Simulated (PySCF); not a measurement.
Numbering as in the mapped SMILES `[F:1][C:2]([F:3])([F:4])[O:5][B:6]1[O:7][BH:8][O:9][BH:10][O:11]1` (H(Xn): hydrogen on atom n).

PySCF 2.14.0 with density-fitted response routines calculation with geometry: PBE0-D3(BJ)/def2-SVP and shielding tensors at PBE0/pcSseg-1 (GIAO); no solvent, equivalent nuclei averaged, non-relativistic, one conformer.

References, each an isolated molecule treated in the same way: $^{13}$C (184.41 ppm), $^{1}$H (31.27 ppm) against TMS; $^{19}$F (177.25 ppm) vs CFCl3; $^{17}$O (334.56 ppm) against H2O; $^{11}$B (100.73 ppm) vs BF3·OEt2.

```tsv
atoms	nucleus	count	Hirshfeld charge	δ (ppm)
B8/B10	$^{11}$B	2	0.27	27.7
O5	$^{17}$O	1	-0.18	171.8
F1/F3/F4	$^{19}$F	3	-0.09	-64.2
C2	$^{13}$C	1	0.32	?
B6	$^{11}$B	1	0.32	?
H(B8)/H(B10)	$^{1}$H	2	-0.04	4.65
O9	$^{17}$O	1	-0.21	221.1
O7/O11	$^{17}$O	2	-0.22	190.1
```

Question: Complete the table.

Answer: 
- C2: 126.2 ppm, CF3 carbon; 4 electronegative neighbours deshield it
- B6: 16.1 ppm, boron bonded to 3 O, in a 6-membered ring

Hydrogens on boron are broadened and split by $^{11}$B (spin 3/2, 80 %) and 10B (spin 3). Shifts are as computed. Against solution values, carbons near 30 ppm lie about +2 ppm off and those near 130 ppm about +5 ppm. Of 1313 compounds with measured shifts, 239 miss one by over three times the rms of a fit or turn the order of signals round; such compounds aren't used in these exercises. Unscaled 19F shifts against computed CFCl3 carry errors that often reach 10 to 50 ppm. Experimental scales use liquid or dissolved standards, which lie at an offset from isolated H2O (liquid H2O: subtract about 36 ppm).
